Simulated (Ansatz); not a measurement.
bromine (Br₂), singlet, at a GFN2-xTB geometry; Ansatz (a quantum-chemistry and plane-wave program) with WB97M-V/6-31G*.

Input for Ansatz:
Ansatz 0.2 input:
```yaml
crystal:
  periodic: [false, false, false]
  atoms:
    - {symbol: Br, position_ang: [-0.00000000, -0.00000000, -1.14062493]}
    - {symbol: Br, position_ang: [0.00000000, 0.00000000, 1.14062493]}
basis:
  gaussian:
    orbitals: 6-31G*
hamiltonian:
  xc: {name: wB97M-V}
```

The log (banner, timings and long lists left out):

```
Functional definition: wB97M-V
662 factors; integrals over basis functions are off by at most 1.2e-3 eV
112 factors; integrals over basis functions are off by at most 1.4e-5 eV
mean field evaluation 1: about -140067.8200 eV, gradient 1.1e1 eV
mean field evaluation 2: about -140068.0190 eV, gradient 6.5e0 eV
mean field evaluation 4: about -140068.0969 eV, gradient 3.0e-1 eV
mean field evaluation 8: about -140068.0961 eV, gradient 3.1e-3 eV
mean field -140068.09613932 eV, -5147.4075915544 hartree, gradient 2.8e-5 eV, S^2 0.000000; 0 other end points of the search recorded, 0 dependent functions left out
reference -140068.09616786 eV, -5147.4075926032 hartree; 35, 35 occupied and 35, 35 virtual orbitals, 662 factors
Total energy: -140068.09616786 eV, -5147.4075926032 hartree
```
